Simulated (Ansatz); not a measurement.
Program: Ansatz. Geometries: PBE0-D4/def2-TZVP. ΔE: electronic, gas phase. CCSD(T)/CBS is the MP2 limit (def2-TZVPP, def2-QZVPP) plus CCSD(T) − MP2 in def2-TZVPP, frozen cores. This one scheme is used for every species. DFT in def2-TZVPP. B3LYP here is the variant with VWN-RPA as its local correlation; programs differ in this. For Ge outer-core shells are correlated without core-valence functions, which leaves a few kJ/mol of doubt a bond. Scalar relativity is left out up to krypton. One conformer a species, not always the lowest.

Consider the ligand exchange at a Ge–S bond: `C[S][GeH2][SiH3]` + silanol → `[SiH3][O][GeH2][SiH3]` + CH₃SH.

```
             level  ΔE (kcal/mol)  difference from CCSD(T)/CBS
            PBE-D4            5.5                          2.2
         r2SCAN-D4            3.8                          0.5
           PBE0-D4            5.0                          1.7
          B3LYP-D4            2.7                         -0.6
           ωB97X-V            2.0                         -1.3
           ωB97M-V            2.9                         -0.4
            B2PLYP            1.9                         -1.4
               PBE            4.9                          1.6
            r2SCAN            3.7                          0.4
              PBE0            4.5                          1.2
             B3LYP            1.7                         -1.6
     HF/def2-TZVPP           -1.7                         -5.0
    MP2/def2-TZVPP            3.4                          0.1
SCS-MP2/def2-TZVPP            1.5                         -1.8
   CCSD/def2-TZVPP            1.5                         -1.8
CCSD(T)/def2-TZVPP            2.2                         -1.1
     HF/def2-QZVPP           -2.2                         -5.5
    MP2/def2-QZVPP            3.9                          0.6
SCS-MP2/def2-QZVPP            1.9                         -1.4
      HF/CBS(def2)           -2.3                         -5.6
     MP2/CBS(def2)            4.6                          1.3
    CCSD/CBS(def2)            2.6                         -0.7
       CCSD(T)/CBS            3.3                            0
```

Largest T1 diagnostic among the species: 0.012.

In def2-TZVPP, CCSD(T) changes the Hartree–Fock value by +3.9 kcal/mol (the triples alone add +0.7 kcal/mol) and MP2 by +5.1 kcal/mol. The D4 term adds +1.0 kcal/mol with B3LYP and +0.5 kcal/mol with PBE0; it sums over pairs of atoms, weighted by their polarisabilities, and B3LYP, whose exchange is more repulsive, gets the larger term.
